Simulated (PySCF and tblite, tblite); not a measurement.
One step of a conformer study of C6H12Ge, numbered as in [GeH3:1][C@@H:2]1[C@H:3]2[CH2:4][CH2:5][CH2:6][C@@H:7]12: GFN2-xTB geometry optimisation, gas phase (tblite 0.8.0); conformer with 5-ring envelope (ring torsions -28, 28, -17, 0, 17°).

The 5-ring runs over atoms 3–4–5–6–7.

Input:

```
{"job": {"xc": "GFN2-xTB", "basis": "xTB", "kind": "relax"}, "charge": 0, "multiplicity": 1}
Ge     2.877900     0.051600    -0.246400
C      0.969100     0.059900    -0.713600
C      0.105000     0.727100     0.343300
C     -1.275600     1.207700    -0.136900
C     -2.166400    -0.034600    -0.168300
C     -1.240100    -1.231500    -0.300700
C      0.121300    -0.783500     0.230200
H      3.523500     1.374200    -0.743500
H      3.045300    -0.053200     1.293000
H      3.554400    -1.157600    -0.919600
H      0.632900     0.121900    -1.762000
H      0.537200     1.103600     1.288200
H     -1.202600     1.665200    -1.126000
H     -1.681900     1.950100     0.577200
H     -2.878100     0.023800    -1.027900
H     -2.745700    -0.107400     0.784300
H     -1.143900    -1.544000    -1.357100
H     -1.621300    -2.091300     0.298000
H      0.579400    -1.272700     1.126000
```

Launched as:

```sh
OMP_NUM_THREADS=1 python ens_run.py task.json out
```

Output (atoms count from 0 there):

```
step      E/eV     max force
  0    -567.45487    1.256
  1    -567.58361    0.838
  2    -567.67937    0.720
  3    -567.72757    0.491
  4    -567.75168    0.461
  5    -567.76644    0.354
  6    -567.77905    0.280
  7    -567.78751    0.178
  8    -567.79237    0.130
  9    -567.79515    0.102
 10    -567.79702    0.103
 11    -567.79827    0.083
 12    -567.79905    0.058
 13    -567.79957    0.049
 14    -567.80001    0.043
 15    -567.80039    0.051
 16    -567.80074    0.052
 17    -567.80111    0.040
 18    -567.80158    0.050
 19    -567.80216    0.050
 20    -567.80274    0.050
 21    -567.80322    0.047
 22    -567.80367    0.046
 23    -567.80420    0.067
 24    -567.80481    0.068
 25    -567.80533    0.040
 26    -567.80533    0.040
 27    -567.80554    0.033
 28    -567.80588    0.028
 29    -567.80597    0.028
 30    -567.80617    0.028
 31    -567.80625    0.026
 32    -567.80636    0.020
 33    -567.80645    0.026
 34    -567.80652    0.020
 35    -567.80657    0.013
 36    -567.80660    0.013
 37    -567.80664    0.020
 38    -567.80668    0.018
 39    -567.80672    0.014
 40    -567.80675    0.011
 41    -567.80678    0.018
 42    -567.80682    0.024
 43    -567.80686    0.021
 44    -567.80691    0.015
 45    -567.80696    0.016
 46    -567.80701    0.017
 47    -567.80706    0.021
 48    -567.80710    0.021
 49    -567.80714    0.016
 50    -567.80717    0.010
 51    -567.80719    0.016
 52    -567.80721    0.015
 53    -567.80722    0.010
 54    -567.80723    0.008
 55    -567.80724    0.009
 56    -567.80725    0.008
 57    -567.80725    0.006
 58    -567.80726    0.006
 59    -567.80727    0.006
 60    -567.80727    0.007
 61    -567.80728    0.009
 62    -567.80729    0.007
 63    -567.80730    0.006
 64    -567.80731    0.005
 65    -567.80731    0.008
 66    -567.80732    0.010
 67    -567.80733    0.008
 68    -567.80734    0.008
 69    -567.80735    0.009
 70    -567.80736    0.009
 71    -567.80737    0.010
 72    -567.80739    0.010
 73    -567.80740    0.009
 74    -567.80741    0.009
 75    -567.80742    0.009
 76    -567.80744    0.012
 77    -567.80745    0.015
 78    -567.80747    0.012
 79    -567.80749    0.009
 80    -567.80750    0.005
 81    -567.80750    0.002
```
